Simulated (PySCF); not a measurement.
GeCl: one state, many levels of theory

State: ²Π (doublet), unpaired electrons π ↑. Set-up: Ge 6-31G(d,p), Cl 6-31G(d,p); no relativity (PySCF 2.14). De refers to Ge + Cl in their high-spin ground configurations, without counterpoise correction. The functionals are run spin-unrestricted. A positive dipole means Ge(−)Cl(+).

| Level | Re (Å) | ωe (cm⁻¹) | De (eV) | μ (D) | CPU s a point (SCF and correlation, without the integrals) |
| --- | --- | --- | --- | --- | --- |
| UHF | 2.206 | 395 | 2.58 | -2.43 | 0.17 |
| UHF-MP2 | 2.181 | 413 | 3.58 | n/a | 0.27 |
| UHF-SCS-MP2 | 2.190 | 406 | 3.48 | n/a | n/a |
| UHF-CCSD | 2.191 | 406 | 3.40 | n/a | n/a |
| UHF-CCSD(T) | 2.193 | 404 | 3.51 | n/a | 3.2 |
| LDA | 2.176 | 408 | 4.83 | -1.39 | 0.31 |
| PBE | 2.213 | 386 | 4.19 | -1.68 | 0.55 |
| PW91 | 2.211 | 387 | 4.22 | -1.67 | 0.49 |
| TPSS | 2.208 | 389 | 4.09 | -1.71 | 0.82 |
| r²SCAN | 2.194 | 398 | 4.09 | -1.71 | 0.77 |
| PBE0 | 2.192 | 401 | 3.99 | -1.85 | 0.99 |
| CAM-B3LYP | 2.193 | 402 | 3.90 | -1.95 | 1.3 |

Question: Which functional lies closest to UHF-CCSD(T) in De, which farthest, and by how much do they differ from it?

Answer: Closest is CAM-B3LYP (+0.0 pm in Re, -0.5 % in ωe, +0.39 eV in De against UHF-CCSD(T) in the same basis), farthest LDA (-1.7 pm in Re, +1.0 % in ωe, +1.32 eV in De). CCSD(T) converges more slowly with the basis than the functionals do and binds too weakly in this one, so the order can change at the basis-set limit.

Question: What does a quarter of exact exchange do here, going from PBE to PBE0?

Answer: PBE0 less PBE: -2.1 pm in Re, +3.9 % in ωe, -0.20 eV in De. Exact exchange removes part of the self-interaction that spreads semilocal densities, and in most molecules shortens and stiffens the bond and lowers De; so it does here.

Question: What does the triples do here, going from UHF-CCSD to UHF-CCSD(T)?

Answer: UHF-CCSD(T) less UHF-CCSD: +0.2 pm in Re, -0.5 % in ωe, +0.11 eV in De. Correlation nearly always deepens the well. The bond lengthens, as in strong covalent bonds, where excitations into antibonding orbitals dominate.

Correlated steps freeze 14 core orbitals. Correlated levels converge slowly with the basis: in double zeta they bind strong bonds too weakly, by up to about 1 eV, and carry superposition errors of some tenths. Spin–orbit coupling is left out. Counting both spins, an empty level lies below a filled one in some of these solutions, because spin and occupation are held. The state was picked by a PBE0 search and need not be the measured ground state.

The whole job (state search and all levels along the bond) took about 1.8 min on 1 thread of Oxide Virtual Turin-like (shared host), peak memory 0.56 GiB.
